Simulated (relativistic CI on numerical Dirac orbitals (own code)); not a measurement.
**Hyperfine structure of Pr⁵⁺, mass number 141**

Calculated at this level of theory: Dirac-Coulomb-Breit CI, separate exchange-only KLI orbitals for each configuration, model QED, valence Slater integrals scaled by 0.85, P86 correlation energy added to each configuration (own radial code, finite nucleus).

Configuration list (outside the closed core [Kr] 4d10): 5s2 5p6, 5s2 5p5 4f, 5s2 5p5 5d, 5s 5p6 5d, 5s2 5p5 5f, 5s 5p6 4f, 5s2 5p5 5g, 5s2 5p5 6s, 5s2 5p5 6p, 5p6 4f2, 5p5 4f3, 5p5 4f2 5d, 5p5 4f2 5f, 5p5 4f2 5g. Double excitations out of closed p, d and f shells are left out; levels of such configurations are missing from the list, as are those of other unlisted configurations, and high levels can miss mixing partners.

Nuclear spin I = 5/2, μ = 4.266 μN, Q = -0.0589 b (tables of Stone and Pyykkö). The electronic factors are computed for point nuclear moments, without core polarisation or the Bohr-Weisskopf and QED corrections.

```
          Level   E (eV)  A (MHz)  B (MHz)
5s2 5p5 4f 3D_1   8.0195    -1370     19.5
5s2 5p5 4f 3D_2   8.4700   -31.19    -57.5
5s2 5p5 4f 3G_4   8.8766     2624      276
5s2 5p5 4f 3G_5   8.9443     1928      271
5s2 5p5 4f 3D_3   9.1709    423.4     -109
5s2 5p5 4f 3F_4  10.0998     1731      -39
5s2 5p5 4f 1D_2  10.2438   -83.42    -76.9
5s2 5p5 4f 3G_3  12.6644     6324     -212
```

Levels with J = 0, under 50 % of one LS term, or S terms without an open s electron are left out. Small factors come from cancelling terms and can be off by tens of per cent or more.

At this charge configurations can still be misplaced by up to about 7 % of their energy. Levels and lines within the n = 5 or 6 shells can be off by up to 10 % or somewhat more, and those that change n by about 2 %, since core polarisation is missing. Levels that differ in their count of f electrons can be misplaced by several ten thousand cm⁻¹, since the correlation energy of f electrons is missing or only estimated; rates across such gaps can be off by orders of magnitude.

(1) Give the hyperfine levels of 5s2 5p5 4f 3G_4 relative to its centre of gravity.

Answers

(1) With K = F(F + 1) − I(I + 1) − J(J + 1), E = AK/2 + B[¾K(K + 1) − I(I + 1)J(J + 1)]/[2I(2I − 1)J(2J − 1)]: F = 3/2: -32670, F = 5/2: -26190, F = 7/2: -17090, F = 9/2: -5330, F = 11/2: 9120, F = 13/2: 26310 MHz.

LS names give the leading component of a level, which can be under half, so a name can repeat, a term be missing and a line seem to break the LS rules.
